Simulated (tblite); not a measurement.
Species: C4H11N3OSi2.
Atom-mapped SMILES: `[CH3:1][C:2](=[O:3])[NH:4][Si@H:5]([CH2:6][C:7]#[N:8])[SiH2:9][NH2:10]` (hydrogens: H11, H12, H13 on C1; H14 on N4; H15 on Si5; H16, H17 on C6; H18, H19 on Si9; H20, H21 on N10)

Structure used (GFN2-xTB), in Å, numbered top down from 1:
```xyz
21
C4H11N3OSi2 angstrom
C      2.743   -1.280   -0.931
C      1.509   -0.603   -0.390
O      1.132   -0.709    0.766
N      0.798    0.150   -1.246
Si    -0.716    0.835   -0.618
C     -0.147    2.240    0.574
C     -1.262    3.044    0.945
N     -2.180    3.671    1.219
Si    -2.143   -0.687    0.379
N     -1.407   -2.241    0.269
H      3.430   -0.537   -1.330
H      2.463   -1.960   -1.733
H      3.235   -1.838   -0.139
H      1.095    0.192   -2.207
H     -1.154    1.517   -1.851
H      0.295    1.806    1.472
H      0.602    2.875    0.098
H     -3.389   -0.842   -0.381
H     -2.506   -0.238    1.736
H     -1.939   -3.057    0.528
H     -0.468   -2.321    0.630
```

Level: GFN2-xTB in tblite, geometry and Hessian alike; calculated harmonic values, unscaled, isolated species. Against measured fundamentals such values can be off by several per cent, at times by over 20. Modes of hydrogen on silicon can be 10 to 20 % off. One conformer, not necessarily the lowest.

Harmonic wavenumbers (cm⁻¹): 25.1, 37.2, 53.9, 58.3, 77.5, 100.5, 112.3, 141.7, 149.7, 203.0, 208.3, 297.1, 352.3, 377.3, 425.8, 466.1, 472.2, 525.9, 567.6, 583.6, 589.1, 601.1, 616.9, 690.7, 691.3, 713.6, 758.3, 792.3, 806.2, 846.1, 899.6, 960.5, 1000.9, 1002.0, 1019.2, 1065.8, 1162.3, 1191.2, 1368.0, 1390.5, 1406.1, 1456.3, 1465.1, 1512.9, 1697.9, 2140.2, 2154.4, 2213.2, 2397.0, 2965.7, 2983.1, 3021.4, 3027.8, 3061.3, 3450.8, 3465.6, 3485.9.

A = 1244, B = 693.8, C = 509.6 MHz; mass 173.044 u (most abundant isotopes); point group C1, symmetry number 1.

Question: What is the zero-point energy?

Answer: ½Σν̃ = 32653 cm⁻¹ = 93.36 kcal/mol.

Question: Entropy at 400 K, 1 bar (ideal gas, RRHO, classical rotation)?

Answer: Translation 42.84, rotation 31.85, vibration 67.24: S = 141.9 cal/(mol K).

Question: And Cp and H(400 K) − H(0)?

Answer: Cp = 63.51 cal/(mol K), of which vibrations give 55.57 (their classical limit is 57 R = 113.3); H(400 K) − H(0) = 15.80 kcal/mol without the zero-point energy, 12.62 from vibrations.

Question: Blend soft modes into free rotors: weight 1/[1 + (100 cm⁻¹/ν̃)⁴] for the oscillator and the rest for a rotor with moment μB/(μ + B), μ = h/(8π²ν), B = 10⁻⁴⁴ kg m². What vibrational entropy results?

Answer: 58.78 cal/(mol K) in place of 67.24, which changes −T·S at 400 K by +3.39 kcal/mol.

Question: Which modes carry the vibrational entropy at 400 K?

Answer: 25.1 cm⁻¹: 6.77; 37.2 cm⁻¹: 5.99; 53.9 cm⁻¹: 5.25; 58.3 cm⁻¹: 5.09; 77.5 cm⁻¹: 4.53; 100.5 cm⁻¹: 4.02 cal/(mol K); the other 51 give 35.59 together.

Question: What must be added to the electronic energy to get the Gibbs energy at 400 K and 1 bar?

Answer: ZPE + [H(400 K) − H(0)] − T·S = 93.36 + 15.80 − 56.77 = 52.39 kcal/mol.

Hindered rotation and anharmonicity are outside this model. Other conformers, if any are populated, would add a mixing term that is left out. The structure is chiral; the term R ln 2 for an equal mix with its mirror image is left out.

On an Intel Xeon at 2.50 GHz with one thread, shared host with 64 logical CPUs at a one-minute load of 62, this took 3.5 s of wall time. This covers the Hessian and the dipole derivatives.
